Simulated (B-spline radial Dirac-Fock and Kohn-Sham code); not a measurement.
# Photoionisation of iodine ions at Ag Kα (22162.9 eV)

These are calculated numbers from a radial B-spline solver; the model is independent-particle photoionisation in a Dirac-Hartree-Slater potential with a Latter tail, all multipoles, thresholds from Dirac-Fock ΔSCF. Cross sections in kb; a dash marks an empty subshell or a threshold above the photon energy.

```
ion      configuration  total  2p3/2     3s  3p3/2   4p3/2     5p3/2
I⁴⁺  [Kr] 4d10 5s2 5p1  3.817   1.03  0.270  0.189  0.0372  0.000997
I⁵⁺      [Kr] 4d10 5s2  3.816   1.03  0.270  0.189  0.0372         –
I⁷⁺          [Kr] 4d10  3.807   1.03  0.270  0.189  0.0376         –
```
